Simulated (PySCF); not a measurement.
Br$_{2}$Hg, triplet, geometry from GFN2-xTB (such geometries of metal compounds can be far from the true shape) (a higher spin typed on purpose: for a closed-shell molecule this is an excited state) (core potentials on Hg); M06L/def2-SV(P) run with PySCF.

The PySCF input:
```python
from pyscf import gto, scf, dft

mol = gto.Mole()
mol.atom = '''
    Hg    0.932912    0.235101    0.186007
    Br   -1.243732    1.562323   -1.636380
    Br   -0.888638   -2.099696    1.211222
'''
mol.basis = 'def2-sv(p)'
mol.ecp = {'Hg': 'def2-sv(p)'}
mol.charge = 0
mol.spin = 2
mol.verbose = 5
mol.build()

mf = dft.UKS(mol)
mf.xc = 'm06l'
mf.kernel()
mf.analyze()
```

### Question
Predict the main parts of the log of this PySCF run.

### Answer

```
PySCF version 2.14.0

[INPUT] verbose = 5
[INPUT] max_memory = 4000
[INPUT] num. atoms = 3
[INPUT] num. electrons = 90
[INPUT] charge = 0
[INPUT] spin (= nelec alpha-beta = 2S) = 2
[INPUT] symmetry False subgroup None
[INPUT] Mole.unit = angstrom
[INPUT] Symbol           X                Y                Z      unit          X                Y                Z       unit  Magmom
[...]
[INPUT] ---------------- BASIS SET ----------------
[INPUT] l, kappa, [nprim/nctr], expnt,             c_1 c_2 ...
[INPUT] Hg
[...]
                                10.320909         0.81771278143
[...]
                                7.169095          -0.44026342153
                                1.7559567931      0.58406314464
                                0.83145670425     0.49359746203
[...]
                                3.48              0.377484702032
                                1.2535869926      0.483422758782
                                0.50841366863     0.434935231584
[...]
[INPUT] Br
[...]
                                17009.626303      0.010950417496
                                3870.1842567      0.054421006604
                                1093.0357227      0.19047907695
                                356.39721797      0.39024642737
                                123.12539643      0.30814432514
[...]
                                28.46866107       0.64775962312
                                11.883443722      0.44235575986
[...]
                                3.6129226841      0.73823712008
                                1.6626648969      0.42683868694
[...]
                                368.47859205      0.06624363742
                                117.22978849      0.26495610385
                                42.648909248      0.53839160587
                                16.087225096      0.36579387888
[...]
                                3.5613665502      0.57500678213
                                1.5292626609      0.24330394172
[...]
                                30.281143688      0.1345548323
                                10.651394267      0.36474454537
                                3.8699456233      0.49044587056
[...]
nuclear repulsion = 375.742858720136
number of shells = 35
number of NR pGTOs = 198
number of NR cGTOs = 89
basis = def2-sv(p)
ecp = {'Hg': 'def2-sv(p)'}

******** <class 'pyscf.dft.uks.UKS'> ********
method = UKS
initial guess = minao
damping factor = 0
level_shift factor = 0
DIIS = <class 'pyscf.scf.diis.CDIIS'>
diis_start_cycle = 1
diis_space = 8
diis_damp = 0
SCF conv_tol = 1e-09
SCF conv_tol_grad = None
SCF max_cycles = 50
direct_scf = True
direct_scf_tol = 1e-13
number electrons alpha = 46  beta = 44
XC library pyscf.dft.libxc version 7.1.2
    S. Lehtola, C. Steigemann, M. J. T. Oliveira, and M. A. L. Marques,  SoftwareX 7, 1–5 (2018)
XC functionals = m06l
    Y. Zhao and D. G. Truhlar,  J. Chem. Phys. 125, 194101 (2006)
    Y. Zhao and D. G. Truhlar,  J. Chem. Phys. 125, 194101 (2006)
    Y. Zhao and D. G. Truhlar,  Theor. Chem. Acc. 120, 215 (2008)
radial grids:
    Treutler-Ahlrichs [JCP 102, 346 (1995); DOI:10.1063/1.469408] (M4) radial grids

becke partition: Becke, JCP 88, 2547 (1988); DOI:10.1063/1.454033
pruning grids: <function nwchem_prune>
grids dens level: 3
symmetrized grids: False
atomic radii adjust function: <function treutler_atomic_radii_adjust>
small_rho_cutoff = 0
Set gradient conv threshold to 3.16228e-05
Density of valence part of ANO basis will be used as initial guess for Hg
atom Hg rad-grids = 100, ang-grids = [ 50  50  50  50  50  50  50  50  50  50  50  50  50  50  50  50  50  50
  50  50  50  50  50  50  50  50  50  50  50  86  86  86  86  86  86  86
  86  86  86  86  86  86  86  86  86  86 350 350 350 350 350 350 350 350
 350 350 350 434 434 434 434 434 434 434 434 434 434 434 434 434 434 434
 434 434 434 434 434 434 434 434 350 350 350 350 350 350 350 350 350 350
 350 350 350 350 350 350 350 350 350 350]
atom Br rad-grids = 90, ang-grids = [ 50  50  50  50  50  50  50  50  50  50  50  50  50  50  50  50  50  50
  50  50  50  50  50  50  50  50  50  50  50  86  86  86  86  86  86  86
  86  86  86  86  86  86  86  86  86 350 350 350 350 350 350 350 350 350
 350 434 434 434 434 434 434 434 434 434 434 434 434 434 434 434 434 434
 434 434 434 434 434 350 350 350 350 350 350 350 350 350 350 350 350 350]
tot_boxes 2340, boxes in each direction [10 13 11]
Padding 0 grids
tot grids = 64592
nelec by numeric integration = [44.23906168 44.23906168]
E1 = -8133.698339166358  E2 = 2470.6691018635647  Ecoul = 2665.5863068272565  Exc = -194.9172049636918
init E= -5287.28637858266
cond(S) = 328.9749442100721

  alpha mo_energy =
[-4.82366948e+02 -4.82366940e+02 -6.26257449e+01 -6.26257404e+01
 -5.63480757e+01 -5.63480709e+01 -5.63479666e+01 -5.63479658e+01
 -5.63479641e+01 -5.63479635e+01 -8.97350470e+00 -8.97350310e+00
 -6.74331423e+00 -6.74330079e+00 -6.74179831e+00 -6.74179110e+00
 -6.74178820e+00 -6.74178426e+00 -5.60717396e+00 -3.72187393e+00
 -3.72179936e+00 -3.72146692e+00 -2.81661491e+00 -2.81657753e+00
 -2.81611949e+00 -2.81609844e+00 -2.81608808e+00 -2.81607611e+00
 -2.81482536e+00 -2.81482379e+00 -2.81481347e+00 -2.81481325e+00
 -1.41543187e+00 -1.41429504e+00 -1.41392473e+00 -1.41375354e+00
 -1.41364391e+00 -1.00126114e+00 -9.93752291e-01 -9.13106053e-01
 -5.90599662e-01 -5.82171499e-01 -5.54441970e-01 -5.49078325e-01
 -5.46016194e-01 -5.44111617e-01 -4.78824263e-01 -4.43254004e-01
 -4.40592567e-01 -2.07492330e-01 -1.17863286e-01 -1.12851254e-01
 -1.11370037e-01 -8.62307588e-02 -7.46782358e-02  8.62509417e-02
  1.01075068e-01  1.49187714e-01  1.84219036e-01  2.03431461e-01
  2.36373977e-01  2.36886324e-01  2.37050154e-01  2.37389262e-01
  2.44229933e-01  2.47091687e-01  2.53414389e-01  2.58882175e-01
  2.79472895e-01  3.05650761e-01  3.63357584e-01  3.83659371e-01
  3.92002703e-01  3.93102028e-01  5.46799143e-01  5.64156342e-01
  1.18961765e+00  3.17809617e+00  3.17992321e+00  3.18036384e+00
[...]
SCF not converged.
Total Energy =                       -5301.056420268303555
[...]
1 Br 5pz         0.00827   0.00698   0.00173  -0.00060
1 Br 3dxy        0.00007   0.00006  -0.00001  -0.00000
1 Br 3dyz        0.00106   0.00079  -0.00000  -0.00000
1 Br 3dz^2       0.00036   0.00043   0.00000  -0.00000
1 Br 3dxz       -0.00085  -0.00094   0.00001   0.00000
1 Br 3dx2-y2    -0.00035  -0.00065   0.00000   0.00000
1 Br 4dxy        0.02390   0.02380   0.00250  -0.00134
1 Br 4dyz        0.04519   0.02813   0.00207  -0.00111
1 Br 4dz^2       0.00505   0.00701  -0.00001   0.00001
1 Br 4dxz       -0.04408  -0.04967  -0.00345   0.00186
1 Br 4dx2-y2    -0.01031  -0.02810  -0.00133   0.00072
1 Br 5dxy       -0.22325  -0.22926  -0.00164   0.00064
1 Br 5dyz       -0.47504  -0.29784  -0.00136   0.00053
1 Br 5dz^2      -0.06031  -0.09015   0.00001  -0.00001
1 Br 5dxz        0.44619   0.50048   0.00226  -0.00089
1 Br 5dx2-y2     0.10280   0.28788   0.00088  -0.00034
2 Br 1s          0.00001  -0.00001  -0.00000  -0.00000
2 Br 2s         -0.00010   0.00009  -0.00002  -0.00001
2 Br 3s          0.00055  -0.00031   0.00017   0.00007
2 Br 4s          0.00072  -0.00030  -0.00331  -0.00043
2 Br 5s          0.00768  -0.00745  -0.00567  -0.00007
2 Br 2px        -0.00004   0.00006  -0.00000   0.00000
2 Br 2py        -0.00006   0.00006  -0.00000   0.00000
2 Br 2pz         0.00003  -0.00002   0.00000  -0.00000
2 Br 3px         0.00002  -0.00003  -0.00001  -0.00000
2 Br 3py         0.00005  -0.00004  -0.00002  -0.00000
2 Br 3pz        -0.00003   0.00002   0.00001   0.00000
2 Br 4px        -0.00025   0.00038  -0.00098   0.00001
2 Br 4py        -0.00041   0.00031  -0.00124   0.00001
2 Br 4pz         0.00021  -0.00009   0.00054  -0.00000
2 Br 5px         0.00920  -0.00809   0.00182  -0.00065
2 Br 5py         0.01263  -0.00934   0.00229  -0.00075
2 Br 5pz        -0.00512   0.00416  -0.00096   0.00031
2 Br 3dxy       -0.00078   0.00095   0.00001   0.00000
2 Br 3dyz        0.00105  -0.00078  -0.00000  -0.00000
2 Br 3dz^2       0.00059  -0.00070  -0.00000  -0.00000
2 Br 3dxz       -0.00016   0.00012  -0.00000  -0.00000
2 Br 3dx2-y2    -0.00004   0.00029  -0.00000  -0.00000
2 Br 4dxy       -0.04384   0.05388  -0.00375   0.00198
2 Br 4dyz        0.04524  -0.02914   0.00206  -0.00109
2 Br 4dz^2       0.02369  -0.02906   0.00171  -0.00090
2 Br 4dxz        0.01050  -0.01452   0.00162  -0.00087
2 Br 4dx2-y2     0.01406  -0.00055   0.00091  -0.00047
2 Br 5dxy        0.42771  -0.53883   0.00245  -0.00095
2 Br 5dyz       -0.47201   0.29679  -0.00135   0.00053
2 Br 5dz^2      -0.23869   0.30191  -0.00112   0.00043
2 Br 5dxz       -0.08628   0.12662  -0.00106   0.00042
2 Br 5dx2-y2    -0.13030  -0.01308  -0.00059   0.00023

spin_pop of  0 Hg 5s        0.00062
spin_pop of  0 Hg 6s        0.42092
spin_pop of  0 Hg 7s        0.00170
spin_pop of  0 Hg 8s        0.00053
spin_pop of  0 Hg 9s        0.00006
spin_pop of  0 Hg 10s        0.00363
spin_pop of  0 Hg 5px       0.00132
spin_pop of  0 Hg 5py       0.00054
spin_pop of  0 Hg 5pz       0.00043
spin_pop of  0 Hg 6px       0.00328
spin_pop of  0 Hg 6py      -0.00129
spin_pop of  0 Hg 6pz      -0.00070
spin_pop of  0 Hg 7px       0.00159
spin_pop of  0 Hg 7py      -0.00108
spin_pop of  0 Hg 7pz      -0.00005
spin_pop of  0 Hg 5dxy     -0.00259
spin_pop of  0 Hg 5dyz      0.00178
spin_pop of  0 Hg 5dz^2    -0.00316
spin_pop of  0 Hg 5dxz      0.00378
spin_pop of  0 Hg 5dx2-y2    0.00176
spin_pop of  0 Hg 6dxy      0.00371
spin_pop of  0 Hg 6dyz      0.00430
spin_pop of  0 Hg 6dz^2     0.00369
spin_pop of  0 Hg 6dxz      0.00588
spin_pop of  0 Hg 6dx2-y2    0.00492
spin_pop of  1 Br 1s        0.00000
spin_pop of  1 Br 2s        0.00000
spin_pop of  1 Br 3s       -0.00006
spin_pop of  1 Br 4s        0.00100
spin_pop of  1 Br 5s        0.00022
spin_pop of  1 Br 2px       0.00000
spin_pop of  1 Br 2py       0.00000
spin_pop of  1 Br 2pz       0.00000
spin_pop of  1 Br 3px       0.00003
spin_pop of  1 Br 3py       0.00007
spin_pop of  1 Br 3pz       0.00004
spin_pop of  1 Br 4px       0.13853
spin_pop of  1 Br 4py       0.38130
spin_pop of  1 Br 4pz       0.25140
spin_pop of  1 Br 5px      -0.00037
spin_pop of  1 Br 5py      -0.00025
spin_pop of  1 Br 5pz      -0.00023
spin_pop of  1 Br 3dxy     -0.00002
spin_pop of  1 Br 3dyz     -0.00002
spin_pop of  1 Br 3dz^2    -0.00002
spin_pop of  1 Br 3dxz     -0.00002
spin_pop of  1 Br 3dx2-y2   -0.00002
spin_pop of  1 Br 4dxy      0.00003
spin_pop of  1 Br 4dyz      0.00021
spin_pop of  1 Br 4dz^2     0.00004
spin_pop of  1 Br 4dxz     -0.00001
spin_pop of  1 Br 4dx2-y2    0.00005
spin_pop of  1 Br 5dxy      0.00001
spin_pop of  1 Br 5dyz      0.00001
spin_pop of  1 Br 5dz^2     0.00000
spin_pop of  1 Br 5dxz      0.00000
spin_pop of  1 Br 5dx2-y2   -0.00000
spin_pop of  2 Br 1s        0.00000
spin_pop of  2 Br 2s        0.00000
spin_pop of  2 Br 3s       -0.00006
spin_pop of  2 Br 4s        0.00100
spin_pop of  2 Br 5s        0.00033
spin_pop of  2 Br 2px       0.00000
spin_pop of  2 Br 2py       0.00000
spin_pop of  2 Br 2pz       0.00000
spin_pop of  2 Br 3px       0.00002
spin_pop of  2 Br 3py       0.00007
spin_pop of  2 Br 3pz       0.00004
spin_pop of  2 Br 4px       0.12603
spin_pop of  2 Br 4py       0.41444
spin_pop of  2 Br 4pz       0.23115
spin_pop of  2 Br 5px      -0.00036
spin_pop of  2 Br 5py      -0.00016
spin_pop of  2 Br 5pz      -0.00023
spin_pop of  2 Br 3dxy     -0.00002
spin_pop of  2 Br 3dyz     -0.00002
spin_pop of  2 Br 3dz^2    -0.00002
spin_pop of  2 Br 3dxz     -0.00002
spin_pop of  2 Br 3dx2-y2   -0.00002
spin_pop of  2 Br 4dxy     -0.00003
spin_pop of  2 Br 4dyz      0.00022
spin_pop of  2 Br 4dz^2     0.00001
spin_pop of  2 Br 4dxz      0.00002
spin_pop of  2 Br 4dx2-y2    0.00009
spin_pop of  2 Br 5dxy      0.00000
spin_pop of  2 Br 5dyz      0.00001
spin_pop of  2 Br 5dz^2     0.00000
spin_pop of  2 Br 5dxz      0.00000
spin_pop of  2 Br 5dx2-y2    0.00000
In total            46.00000 | 44.00000
Dipole moment(X, Y, Z, Debye):  2.59803,  0.65075,  0.52066
```

Convergence was not reached.
